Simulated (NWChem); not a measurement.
Species: Si2H4OClF; SMILES O[Si@@H](Cl)[SiH2]F

```xyz
9

O      1.8909     0.5145    -0.4604
Si     0.4913     0.4689     0.4238
Cl    -0.7570     2.0675    -0.0553
Si    -0.7217    -1.4138    -0.2410
F      0.0666    -2.7758     0.1890
H      2.5444     1.1840    -0.2329
H      0.7724     0.5875     1.8842
H     -2.0524    -1.4158     0.4313
H     -0.8961    -1.4072    -1.7208
```
Atoms are numbered in this order, from 1.

Results from NWChem. Geometry: optimised at PBE0/def2-SVP. Total energies of different functionals are on different scales.

```json
[
 {"level": "PBE/def2-TZVP", "energy (Ha)": "-1216.2604", "highest occupied level (eV)": "-7.03", "orbital gap (eV)": "5.27", "dipole (D)": "1.44"},
 {"level": "B3LYP/def2-TZVP", "energy (Ha)": "-1216.9866", "highest occupied level (eV)": "-8.10", "orbital gap (eV)": "7.03", "dipole (D)": "1.48"},
 {"level": "CAM-B3LYP/def2-TZVP", "energy (Ha)": "-1216.9108", "highest occupied level (eV)": "?", "orbital gap (eV)": "?", "dipole (D)": "1.50"},
 {"level": "BLYP/def2-TZVP", "energy (Ha)": "-1216.8954", "highest occupied level (eV)": "-6.92", "orbital gap (eV)": "5.35", "dipole (D)": "1.45"},
 {"level": "PBE0/def2-TZVP", "energy (Ha)": "-1216.3554", "highest occupied level (eV)": "-8.29", "orbital gap (eV)": "7.39", "dipole (D)": "1.47"},
 {"level": "PW6B95/def2-TZVP", "energy (Ha)": "-1217.9895", "highest occupied level (eV)": "-8.38", "orbital gap (eV)": "7.49", "dipole (D)": "1.47"}
]
```

Task: Fill in the missing entries.

Result: 
- CAM-B3LYP/def2-TZVP, highest occupied level (eV): -9.62
- CAM-B3LYP/def2-TZVP, orbital gap (eV): 9.79
